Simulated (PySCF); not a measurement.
Compound: C₅H₈AlN.
SMILES: `[AlH3-][n+]1ccccc1`

A linear-response calculation (PySCF, def2-SVPD basis, gas phase, vertical, core orbitals frozen in the response) gave these numbers; the functional is withheld.

Orbital energies (eV): HOMO-3 -8.83, HOMO-2 -8.55, HOMO-1 -7.05, HOMO -6.89, LUMO -2.38, LUMO+1 -1.76, LUMO+2 -0.08.

```csv
state,E (eV),f,"main configurations (H = HOMO, L = LUMO)"
S1,3.84,0.041,H→L (99%)
S2,3.92,0.0012,H-1→L (100%)
S3,4.41,0.0061,H→L+1 (98%)
S4,4.55,0.0006,H-1→L+1 (100%)
S5,5.43,0.0031,H-3→L (97%)
S6,5.52,0.052,"H-2→L (80%), H-4→L+1 (17%)"
```

Triplets (Tamm–Dancoff): T1 3.62 eV, H→L (94%); T2 3.89 eV, H-1→L (100%); T3 4.29 eV, H→L+1 (56%), H-2→L (37%); T4 4.40 eV, H-2→L (50%), H-2→L+1 (26%), H→L+1 (16%).

Vertical ionisation energy by ΔSCF with the same functional: 9.44 eV. Mean static polarisability: 97.4 au.

**Question.** Name the functional.
A. HF
B. PBE
C. wB97X-D
D. B3LYP

**Answer.** D. B3LYP is a global hybrid with 20% exact exchange. In this run −ε(HOMO) = 6.89 eV differs from the ΔSCF value by -2.55 eV, and S1 differs from the orbital gap of 4.51 eV by -0.68 eV. The ratio −ε(HOMO)/IP is 0.73. Small neutral molecules mostly give 0.67 to 0.83 with B3LYP, 0.5 to 0.7 with PBE, 0.89 to 0.99 with wB97X-D; Hartree–Fock can't fall below 1, since the ion's relaxation only lowers the ΔSCF value. The other options: PBE, a GGA without exact exchange; HF, time-dependent Hartree–Fock, 100% exact exchange; wB97X-D, range-separated, 22% exact exchange at short range and 100% at long range (ω = 0.2 bohr⁻¹).

The calculation used TDDFT B3LYP/def2-SVPD, vertical, gas phase, core orbitals frozen in the response in PySCF 2.14.0, density-fitted response routines. Isolated species at its PBE0-D3(BJ)/def2-SVP geometry, gas phase.

Time: 2.5 min of wall time. Hardware: x86-64 server, one thread, no GPU, shared host.
